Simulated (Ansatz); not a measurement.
Harmonic frequencies (cm⁻¹) at PBE0-D4/def2-TZVP from Ansatz: 75, 131, 233, 338, 370, 393, 512, 563, 576, 676, 738, 863, 1934, 2145, 2163.

Task: Which molecule is it?
A. `[Cl][SnH]1[O][GeH2]1`
B. `S=[CH][SbH2]`
C. `FB1B[SiH2]1`
D. `[SiH3]NPS`

Result: A.
